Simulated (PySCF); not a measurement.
Correlation energy of Al (aluminium, neutral)

[Ne] 3s1 3p1 3d1, one real determinant (an excited configuration). Calculation: PySCF 2.14, in aug-cc-pV(T+d)Z with one added diffuse shell each of s, p, d, f type (7s6p5d3f, 71 functions); no relativity, point nucleus. Frozen: [Ne]; 3 electrons correlated.

```csv
level,correlation energy (mhartree)
CCSD,-13.43
(T),-2.12
CCSD(T),-15.55
```

Diagnostics: T1 = 0.086, D1 = 0.2095, largest double amplitude 0.280.

Task: Is a single reference adequate?

Result: Not fully. The real determinant used has ⟨L²⟩ near 8 against 12 for a pure F term, so it mixes terms. The outer electron is Rydberg-like, and this basis confines it to a smaller radius and binds it less than a complete one would. T1 exceeds 0.03, a sign that the reference determinant is poor. A double-excitation amplitude exceeds 0.15, a sign of near-degeneracy.

The reference is one real determinant that mixes LS terms of this configuration.
